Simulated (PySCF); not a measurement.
GaH2, SMILES [GaH2+], charge +1. Geometry: B3LYP-D3(BJ)/def2-TZVPD. The spin state was assumed, not searched. The isomer is the one that the SMILES or the coordinates give; other isomers of the formula were not compared.

Computed with B3LYP-D3(BJ)/def2-TZVPD in PySCF.

Harmonic wavenumbers (cm⁻¹): 672, 672, 2064, 2161. Rotational constants (GHz): 107.1 (linear); symmetry number 2.

Work out the zero-point energy and the ideal-gas rigid-rotor harmonic-oscillator thermochemistry at 298.15 K and 1 atm.

ZPE = ½ Σ hcν = ½ × 5568 cm⁻¹ = 7.96 kcal/mol. H − E(el) = 10.19 kcal/mol. Entropy in cal/(mol K): translation 38.73, rotation 8.68, vibration 0.68, total 48.09. G − E(el) = -4.15 kcal/mol. Cp = 8.74 cal/(mol K).
